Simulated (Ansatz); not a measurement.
Sr4Te4. Charge 0, multiplicity 1. Geometry r2SCAN-D4/def2-SVP.

```xyz
8

Sr   -0.3332    3.2917    1.6947
Sr   -3.2330   -0.9788    1.2407
Sr    3.2150    0.9754   -1.2402
Sr    0.3402   -3.2911   -1.6895
Te    2.9274   -1.8427   -2.3459
Te   -2.3878   -3.4190   -0.3593
Te    2.3657    3.4488    0.3090
Te   -2.8944    1.8156    2.3905
```

In the def2 sets Sr, Te take a core potential; there is no spin–orbit coupling. The structure comes from a short search, and lower isomers may exist.

Task: Estimate the orbital energies around the gap (eV) in Ansatz with LDA (SPW92)/def2-TZVP, PBE-D4/def2-TZVP, r2SCAN-D4/def2-TZVP, PBE0-D4/def2-TZVP, r2SCAN0-D4/def2-TZVP.

Result: 
```csv
orbital,LDA (SPW92)/def2-TZVP,PBE-D4/def2-TZVP,r2SCAN-D4/def2-TZVP,PBE0-D4/def2-TZVP,r2SCAN0-D4/def2-TZVP
HOMO−9,-5.49,-5.29,-5.44,-6.22,-6.34
HOMO−8,-5.02,-4.82,-4.98,-5.69,-5.81
HOMO−7,-4.86,-4.67,-4.84,-5.53,-5.65
HOMO−6,-4.76,-4.58,-4.75,-5.44,-5.57
HOMO−5,-4.76,-4.58,-4.75,-5.43,-5.56
HOMO−4,-4.75,-4.57,-4.75,-5.43,-5.56
HOMO−3,-4.67,-4.49,-4.67,-5.38,-5.51
HOMO−2,-4.66,-4.48,-4.66,-5.33,-5.46
HOMO−1,-4.66,-4.47,-4.65,-5.32,-5.45
HOMO,-4.56,-4.38,-4.56,-5.22,-5.36
LUMO,-2.75,-2.53,-2.17,-1.95,-1.77
LUMO+1,-2.39,-2.19,-1.71,-1.57,-1.30
LUMO+2,-2.38,-2.18,-1.69,-1.54,-1.28
LUMO+3,-2.10,-1.92,-1.38,-1.26,-0.96
LUMO+4,-1.56,-1.31,-1.02,-0.74,-0.61
LUMO+5,-1.41,-1.19,-0.84,-0.49,-0.33
```
